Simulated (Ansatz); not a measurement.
# CrH2, quintet: CASSCF and its corrections

Computed with Ansatz's Gaussian-basis code (development build). Basis def2-SVP, nonrelativistic, 5 orbitals frozen in the corrections. State-specific CASSCF; RHF is the lowest restricted (open-shell) Hartree–Fock solution met. A minimal or small basis: far from the basis limit. No symmetry is imposed, so a solution can break that of the shape. No proof that the lowest CASSCF solution was found.

Geometry. A bond is stretched, to 1.98 times the sum of the covalent radii.

```xyz
3

H     0.0000    1.6800    2.9098
Cr    0.0000    0.0000    0.0000
H     0.0000    0.8400   -1.4549
```

What do CASSCF and its corrections give against RHF in CAS(8,8), and what are the occupations?

CASSCF -2.221 eV, SC-NEVPT2 -8.022 eV; occupations 1.94, 1.20, 1.00, 1.00, 1.00, 1.00, 0.80, 0.07.
